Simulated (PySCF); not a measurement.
**Ionising NaI**

r²SCAN; PySCF, scalar-relativistic core potentials, basis sets Na def2-SVP, I def2-SVP with ECP28. Neutral (UKS): singlet (closed shell), Re = 2.730 Å, ωe = 252 cm⁻¹, De = 3.37 eV, HOMO -4.94 eV, LUMO -1.69 eV.

NaI⁺ (UKS): doublet (π ↑), Re = 3.180 Å, ωe = 124 cm⁻¹, De = 0.41 eV to Na⁺ + I. The energies at the minima are -460.09408 hartree for NaI and -459.79942 for NaI⁺.

Q: Work out the adiabatic ionisation energy, without and with harmonic zero-point energies (1 hartree = 27.2114 eV, 1 eV = 8065.5 cm⁻¹), and the change of the bond length.

A: At r²SCAN: 0.29466 hartree = 8.018 eV between the minima; the zero-point term (124.0 − 252.0)/2 cm⁻¹ = -0.008 eV makes it 8.010 eV. Re changes by +45.0 pm against the neutral. Minus the HOMO energy is 4.94 eV, -3.08 eV from the value between the minima; self-interaction puts the Kohn–Sham level too high, less so with exact exchange. The electron leaves a π orbital, and the ion is left as a loose complex of an ion and an atom.

Weak bonds: NaI⁺. Basis-set superposition, not corrected here, can be much of De in a small basis, most of all at correlated wavefunction levels. These are scalar-relativistic numbers at best; spin–orbit coupling would shift them, the dissociation energy most. For an ion De counts to the pair picked by the measured ionisation energies or electron affinities, which need not be the lowest pair at this level. States were picked by a PBE0 search and need not be the measured ground states.
